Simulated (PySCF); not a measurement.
Unknown compound

An unknown has the formula C$_{4}$H$_{8}$O$_{3}$Si. Its calculated NMR data are:

1H NMR (400 MHz, computed): δ 5.23 (m, 1H), 4.42 (m, 1H), 4.40 (m, 1H), 2.71 (m, 1H), 2.40 (m, 1H), 0.32 (d, 3H).

13C{1H} NMR (computed): δ 169.7 (C), 65.2 (CH2), 42.5 (CH2), 1.2 (CH3).

Isolated molecule, averaged over atoms made equivalent by symmetry, fast rotation or ring inversion, no relativistic terms, one computed conformer. Coordinates at the GFN2-xTB level; NMR shieldings at PBE0/pcSseg-1/GIAO; PySCF 2.14.

Shifts are taken against calculated references (same method and geometry level): 1H and 13C against TMS.

Which candidate is it?
A. C[Si@H]1OCCC(=O)O1
B. C=CO[SiH2]CC(=O)O
C. C=C[SiH2]OCC(=O)O

Results:

A. 

- Rings plus π bonds: 2 (1 ring in the answer).
- 4 carbon signals for 4 carbons: no two carbons are equivalent.
- Carbon types of the structure: 1 × C, 2 × CH2, 1 × CH3, leaving 1 H on heteroatoms.
- δC 169.7: carbonyl carbon.
- δC 65.2: sp3 CH2 bonded to O; deshielded by the electronegative neighbour.
- δC 1.2: methyl carbon bonded to Si; an electropositive neighbour leaves it electron-rich and shielded.
- δH 2.71, 2.40: hydrogen on an sp3 CH2 α to a carbonyl; α to C=O.
- δH 0.32: hydrogen on a methyl carbon bonded to Si; an electropositive neighbour shields it, as in TMS itself.

The others: C=CO[SiH2]CC(=O)O would give 5 signals for carbon-bound and other non-exchanging H, not 6; C=C[SiH2]OCC(=O)O would give 5 signals for carbon-bound and other non-exchanging H, not 6.

Shifts are as computed. Against solution values, carbons near 30 ppm lie about +3 ppm off and those near 130 ppm about +5 ppm. Of 1309 compounds with measured shifts, 239 miss one by over three times the rms of a fit or turn the order of signals round; such compounds aren't used in these exercises. Multiplicities follow the n + 1 count of equivalent neighbours, as no J values were calculated; m marks all less simple cases, F and P coupling included.
